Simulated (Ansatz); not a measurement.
`CNB(F)[SiH3]` + `F[C@H]1C[Si@@H]1F` → `F[C@H]1C[Si@H]1[SiH3]` + `CNB(F)F`  (redistribution)

Calculated with Ansatz (gas phase, PBE0-D4/def2-TZVP geometries, no zero-point term in ΔE). CBS: MP2 limit from def2 TZ/QZ plus the TZ coupled-cluster correction, frozen cores. Functionals use def2-TZVPP. One conformer a species, not always the lowest.

| level | ΔE (eV) |
| --- | --- |
| PBE-D4 | -0.58 |
| r2SCAN-D4 | -0.59 |
| HF/def2-TZVPP | -0.57 |
| MP2/def2-TZVPP | -0.55 |
| CCSD(T)/def2-TZVPP | -0.56 |
| MP2/def2-QZVPP | -0.52 |
| HF/CBS(def2) | -0.54 |
| MP2/CBS(def2) | -0.50 |

Task: What does CCSD(T)/CBS give? (Best estimate.)

Result: The calculation gave: -0.52 eV. The listed levels differ from it by -0.06, -0.07, -0.05, -0.03, -0.04, 0.00, -0.02, 0.02 eV.

Largest T1 diagnostic among the species: 0.013.

From PBE to PBE0 (25 % exact exchange), in def2-TZVPP and without D4, ΔE moves by −0.04 eV.
